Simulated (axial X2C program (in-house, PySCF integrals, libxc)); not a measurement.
## Curves of RuF⁺ from open-shell CI on d5 s1 p(π)0

Calculated with an in-house all-electron X2C program for linear molecules (integrals from PySCF): two-component X2C with atomic mean-field Coulomb and Gaunt terms, basis Ru dyall-v3z, F dyall-v3z (cores contracted in-house). Orbitals come from Hartree–Fock averaged over the configuration Ru d5 s1 p(π)0; CI then distributes these electrons over the d, s, p(π) shells of Ru.

Scan along the bond; masses Ru 101.904 u, F 18.998 u. Energies in cm⁻¹ from the lowest point; levels are followed by energy order within each Ω. Lowest level at 1.838 Å: 98% d6.

```
R (Å)  (1)Ω=4  (1)Ω=3  (1)Ω=2  (1)Ω=1  (1)Ω=0
1.709    2938    3347    3757    4168    4574
1.774     775    1175    1578    1985    2388
1.838       0     390     786    1189    1592
1.912     346     722    1109    1509    1913
1.985    1626    1990    2368    2764    3167
2.068    3851    4203    4572    4962    5360
2.169    7256    7599    7957    8338    8722
```

Fit the curves (1)Ω=4, (1)Ω=3, (1)Ω=2, (1)Ω=1, (1)Ω=0 near their minima.

From the open-shell CI curves, Te from the lowest:

| level | Te (cm⁻¹) | Re (Å) | ωe (cm⁻¹) |
| --- | --- | --- | --- |
| (1)Ω=4 | 0 | 1.853 | 695.2 |
| (1)Ω=3 | 387 | 1.853 | 693.8 |
| (1)Ω=2 | 781 | 1.854 | 692.9 |
| (1)Ω=1 | 1183 | 1.854 | 692.6 |
| (1)Ω=0 | 1587 | 1.854 | 692.8 |

Without dynamic correlation distances can be off by several hundredths of an Å (long for ionic bonds, short for multiple bonds) and the wavenumbers are rough.

The 5 lowest curves are shown; the next is (2)Ω=0, from 1611 cm⁻¹.

Dynamic correlation is missing, so gaps between terms are too wide and other configurations may lie lower; the lowest level listed is that of this model, not necessarily the ground state. The lowest levels belong to d6, not to the averaged configuration, so orbitals and distance suit them less well. For d shells the ligand-field splittings (σ, π, δ) and their order can be off by a thousand cm⁻¹ or more. At most 4 roots were kept for each Ω > 0 (twice that for Ω = 0) within 3.2 eV of the lowest, so higher up levels can be missing between those listed; levels with Ω > 0 are doubly degenerate and listed once, Ω = 0 levels singly. Some active spinors are only partly of the character that their shell is named for, so the shell names and counts are nominal. States that fill the shells left empty in the average are placed too high.
